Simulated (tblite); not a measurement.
Compound: C2H12OSSi4.
Atom-mapped SMILES: `[O:1]=[C:2]([SiH3:3])[SiH2:4][C@@H:5]([SiH3:6])[S:7][SiH3:8]` (hydrogens: H9, H10, H11 on Si3; H12, H13 on Si4; H14 on C5; H15, H16, H17 on Si6; H18, H19, H20 on Si8)

Computed geometry: GFN2-xTB, gas phase.

(1) What internal coordinates does the optimisation give?

Results:

(1) 
| bond | length (Å) | order |
| --- | --- | --- |
| O1=C2 | 1.219 | double |
| C2–Si3 | 1.926 | single |
| C2–Si4 | 1.936 | single |
| Si4–C5 | 1.894 | single |
| C5–Si6 | 1.901 | single |
| C5–S7 | 1.857 | single |
| S7–Si8 | 2.143 | single |
| Si3–H9, Si3–H10, Si3–H11 | 1.461 | single |
| Si4–H12 | 1.466 | single |
| Si4–H13 | 1.460 | single |
| C5–H14 | 1.089 | single |
| Si6–H15, Si6–H16, Si6–H17 | 1.462 | single |
| Si8–H18, Si8–H19, Si8–H20 | 1.456 | single |

Bonds in one row agree within 0.01 Å and their mean is given. Orders are formal, as drawn. A selection of angles:
| angle | degrees |
| --- | --- |
| O1–C2–Si3 | 119.4 |
| O1–C2–Si4 | 118.2 |
| Si3–C2–Si4 | 122.4 |
| C2–Si4–C5 | 105.8 |
| Si4–C5–Si6 | 118.2 |
| Si4–C5–S7 | 105.9 |
| Si6–C5–S7 | 107.0 |
| C5–S7–Si8 | 101.2 |

Torsions: O1–C2–Si4–C5 -27° (synperiplanar); C2–Si4–C5–Si6 172° (antiperiplanar); Si4–C5–S7–Si8 115° (anticlinal).

Of the pairs four or more bonds apart, O1···H18 is among the closest relative to their van der Waals radii: 2.53 Å, 93 % of the sum of Bondi's values. Si3 (SiH3 silicon) is distorted tetrahedral (angles from 106.0° to 112.1°). Si4 (SiH2 silicon) is distorted tetrahedral (angles from 105.8° to 112.2°). Si6 (SiH3 silicon) is tetrahedral (angles from 107.7° to 110.9°). The 4 C–Si bonds span 1.894 Å (Si4–C5, drawn single) to 1.936 Å (C2–Si4, drawn single), a spread of 0.042 Å. Si8 (SiH3 silicon) is distorted tetrahedral (angles from 102.3° to 113.3°).

Point group: C1 (no symmetry element, even within 0.4 Å). Its lowest GFN2-xTB frequency is 8i cm⁻¹, too small to tell a flat minimum from a shallow saddle. The numbers are those of one conformer.

Time: 1.6 s wall. Hardware: one thread, Arm Neoverse V2 (aarch64), on a shared host. That covers the optimisation of the geometry.
